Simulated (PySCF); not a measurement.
Compound: C₅H₁₀BNP₂.
Z-matrix (Å and degrees, PBE0-D3(BJ)/def2-SVP geometry), rows numbered from 1:
```
C 
C   1  1.3345
C   2  1.4751  1  123.90
C   3  1.5149  2  120.74  1  -148.04
P   4  1.8141  3   66.86  2  -109.86
P   5  2.1866  3  106.73  4   101.10
B   5  1.9534  3  123.48  4  -106.05
C   7  1.5666  5  103.06  3   -98.85
N   8  1.1615  7  175.00  5   -18.46
H   1  1.0922  2  121.09  3  -179.82
H   1  1.0943  2  121.63  3    -0.09
H   2  1.0957  1  119.77  3   179.65
H   3  1.0960  2  114.89  1    -2.51
H   4  1.0938  3  118.32  5  -111.46
H   4  1.0957  3  116.59  5   106.26
H   6  1.4288  5   93.33  3  -157.36
H   6  1.4289  5   91.82  3   108.91
H   7  1.2181  5  104.56  3   142.03
H   7  1.2184  5  104.53  3    21.98
```

Level of theory: PySCF, TDDFT PBE0/def2-SVPD, vertical, gas phase, core orbitals frozen in the response.

| state | λ (nm) | E (eV) | f | \|μ\| (D) | main configurations (H = HOMO, L = LUMO) |
| --- | --- | --- | --- | --- | --- |
| S1 | 222.0 | 5.58 | 0.046 | 1.47 | H→L (64%), H→L+1 (31%) |
| S2 | 213.4 | 5.81 | 0.176 | 2.82 | H→L+1 (57%), H→L (22%), H-1→L (10%) |
| S3 | 208.9 | 5.94 | 0.084 | 1.93 | H-1→L (65%), H-1→L+1 (17%) |
| S4 | 200.1 | 6.20 | 0.086 | 1.91 | H-1→L+1 (55%), H-2→L (18%), H-1→L (18%) |
| S5 | 197.6 | 6.27 | 0.079 | 1.82 | H-2→L (72%), H-1→L+1 (17%) |
| S6 | 195.2 | 6.35 | 0.0028 | 0.34 | H-2→L+1 (81%) |
| S7 | 189.3 | 6.55 | 0.153 | 2.48 | H→L+2 (66%) |
| S8 | 186.3 | 6.65 | 0.011 | 0.66 | H-3→L (89%) |
| S9 | 183.4 | 6.76 | 0.070 | 1.65 | H→L+3 (54%), H→L+5 (12%), H-3→L+1 (12%) |
| S10 | 181.7 | 6.82 | 0.012 | 0.67 | H-3→L+1 (72%), H→L+3 (10%) |

Triplets (Tamm–Dancoff): T1 3.96 eV, H→L (58%), H→L+2 (12%), H→L+1 (11%); T2 5.02 eV, H-1→L (32%), H-1→L+1 (30%), H-3→L (11%); T3 5.32 eV, H→L+1 (57%), H→L+2 (13%); T4 5.50 eV, H→L (33%), H→L+1 (20%), H→L+2 (15%).

The lowest singlet comes at 222 nm (539 kJ/mol) in the ultraviolet; it is of moderate strength; its leading configuration is HOMO→LUMO (64%). The strongest level in the table is S2 at 5.81 eV (213 nm, f = 0.176). Löwdin shares by element: HOMO carbon 62% or more, phosphorus 12% or more (atoms not listed hold the other 27%); LUMO phosphorus 42%, carbon 25% or more (atoms not listed hold the other 33%). Weighted by f, the mean energy of these states is 6.19 eV. The listed states span 1.24 eV, and the widest gap between neighbours is 0.26 eV (S3 to S4). The oscillator strengths of these states sum to 0.718; summed over the whole spectrum of an exact calculation they would give the number of electrons, 82 (Thomas–Reiche–Kuhn). The vertical ionisation energy (ΔSCF) is 9.27 eV, 2.44 eV above S10. The window holds the lowest 10 singlets.

Time: 8.9 min; peak memory 1.1 GiB. Hardware: one thread, Arm Neoverse V2 (aarch64), no GPU, shared host with 96 logical CPUs at a one-minute load of 76.

One conformer stands for the species.
